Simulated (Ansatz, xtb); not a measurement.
## Relative energy of two isomers of C7H4N2

Structure I: `C#Cc1cnc(C#C)[nH]1`, a singlet. Structure II: `C#Cc1c[nH]c(C#C)n1`, a singlet. Both are isolated molecules in the gas phase, relaxed with B3LYP-D3(BJ)/def2-SVP.

I (Å):

```yaml
atoms:
  - { symbol: C, position_ang: [-1.2547, 1.0329, 2.2085] }
  - { symbol: C, position_ang: [-0.9854, 0.5668, 1.1193] }
  - { symbol: C, position_ang: [-0.6723, 0.0251, -0.1483] }
  - { symbol: C, position_ang: [-0.7081, 0.5694, -1.4332] }
  - { symbol: C, position_ang: [-0.0282, -1.4522, -1.6799] }
  - { symbol: C, position_ang: [0.4288, -2.6861, -2.2156] }
  - { symbol: C, position_ang: [0.8198, -3.7505, -2.6476] }
  - { symbol: N, position_ang: [-0.3128, -0.3432, -2.3553] }
  - { symbol: N, position_ang: [-0.2334, -1.2705, -0.3353] }
  - { symbol: H, position_ang: [-1.4942, 1.4504, 3.1683] }
  - { symbol: H, position_ang: [-1.0057, 1.5813, -1.7025] }
  - { symbol: H, position_ang: [1.1656, -4.6868, -3.0439] }
  - { symbol: H, position_ang: [-0.0901, -1.9601, 0.3928] }
```

II (Å):

```xyz
13

C    -3.8799   -1.8252   -0.0547
C    -2.7507   -1.4341   -0.2642
C    -1.4319   -0.9554   -0.5121
C    -1.0558    0.3617   -0.7611
C     0.7040   -0.9853   -0.7919
C     2.0679   -1.3670   -0.9159
C     3.2390   -1.6639   -1.0272
N     0.2974    0.3259   -0.9358
N    -0.3253   -1.7725   -0.5359
H    -4.8754   -2.1807    0.1315
H    -1.6385    1.2764   -0.8217
H     0.9039    1.1124   -1.1353
H     4.2715   -1.9432   -1.1227
```

Quicker runs give these differences E(II) − E(I): GFN2-xTB +2.24 kcal/mol; HF/STO-3G +0.38 kcal/mol (at GFN2-xTB geometries); r2SCAN-D4/def2-SVP +2.08 kcal/mol (at GFN2-xTB geometries).

Q: Estimate E(II) − E(I) at the level CCSD(T)/def2-SVP + ΔMP2/def2-TZVPP.

A: CCSD(T)/def2-SVP + ΔMP2/def2-TZVPP gives E(II) − E(I) = +0.90 kcal/mol, slightly favouring structure I, which is too small a margin to settle the true order.

Level by level:

```
                             level               geometry  E(II) − E(I) (kcal/mol)  departure from the last row (kcal/mol)  job, with rough time for the two
                          GFN2-xTB               GFN2-xTB                     +2.24                                   +1.34               optimisation, 0.2 s
                         HF/STO-3G               GFN2-xTB                     +0.38                                   −0.52              single point, 0.71 s
                r2SCAN-D4/def2-SVP               GFN2-xTB                     +2.08                                   +1.18               single point, 7.8 s
             B3LYP-D3(BJ)/def2-SVP  B3LYP-D3(BJ)/def2-SVP                     +1.87                                   +0.97                optimisation, 62 s
                       HF/def2-SVP  B3LYP-D3(BJ)/def2-SVP                     +0.80                                   −0.10           part of the CCSD(T) run
                      MP2/def2-SVP  B3LYP-D3(BJ)/def2-SVP                     +1.26                                   +0.36           part of the CCSD(T) run
                  CCSD(T)/def2-SVP  B3LYP-D3(BJ)/def2-SVP                     +0.94                                   +0.04                      single point
CCSD(T)/def2-SVP + ΔMP2/def2-TZVPP  B3LYP-D3(BJ)/def2-SVP                     +0.90                                                     single point, 3.9 min
```

As drawn, both hold the same kinds of bond in the same numbers.

The largest departure from CCSD(T)/def2-SVP + ΔMP2/def2-TZVPP is that of GFN2-xTB, 1.34 kcal/mol. The last row adds to CCSD(T) the change of the MP2 difference between the two basis sets, here −0.04 kcal/mol.

With thermal terms from frequencies at re-optimised GFN2-xTB minima (ideal gas, soft modes damped towards free rotors, one conformer each, 298.15 K, 1 atm): the zero-point term adds −0.08 kcal/mol; ΔH is +0.82 and ΔG +0.85 kcal/mol.

The correlated steps freeze 9 core orbitals. Codes used: Ansatz 0.2.0, xtb 6.7.1; the last row on 2 threads of Arm Neoverse V1 on a shared host.
